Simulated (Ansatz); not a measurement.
Basis sets compared for Al(PH3)Cl3 (AlPH₃Cl₃). Charge 0, multiplicity 1. Geometry PBE-D4/def2-SVP. Ansatz on 2 threads of AMD EPYC 7R13 on a shared host; times are rough, and most runs start from earlier orbitals.

```tsv
atom	x (Å)	y (Å)	z (Å)
Al1	-0.880	-1.037	0.175
P2	0.719	0.842	-0.143
H3	1.729	1.036	0.845
H4	0.185	2.164	-0.210
H5	1.525	0.845	-1.321
Cl6	-1.664	-0.474	2.069
Cl7	0.489	-2.660	0.118
Cl8	-2.103	-0.716	-1.533
```

B3LYP takes the VWN-RPA correlation.

Binding counts from free atoms (Al doublet, P quartet, H doublet, Cl doublet) in the same basis, without a counterpoise term.

```csv
level,functions,energy (Eh),HOMO (eV),LUMO (eV),binding per atom (eV),wall time
PBE-D4/def2-SVP,105,-1964.9276,-6.99,-1.42,3.10,1.9 s
PBE-D4/def2-TZVP,203,-1965.6141,-7.26,-1.73,3.09,3.2 s
B3LYP-D4/def2-TZVP,203,-1966.5759,-8.37,-1.04,3.06,6 s
PBE0-D4/def2-SVP,105,-1965.1055,-8.45,-0.57,3.07,3.1 s
PBE0-D4/def2-TZVP,203,-1965.7834,-8.66,-0.85,3.08,6 s
```

Problem. Estimate the rows for PBE-D4/def2-TZVPD, B3LYP-D4/def2-TZVPD, PBE0-D4/def2-TZVPD.

Solution. 
| level | functions | energy (Eh) | HOMO (eV) | LUMO (eV) | binding per atom (eV) | wall time |
| --- | --- | --- | --- | --- | --- | --- |
| PBE-D4/def2-TZVPD | 251 | -1965.6168 | -7.34 | -1.80 | 3.09 | 4.4 s |
| B3LYP-D4/def2-TZVPD | 251 | -1966.5782 | -8.44 | -1.11 | 3.06 | 11 s |
| PBE0-D4/def2-TZVPD | 251 | -1965.7854 | -8.71 | -0.91 | 3.08 | 10 s |
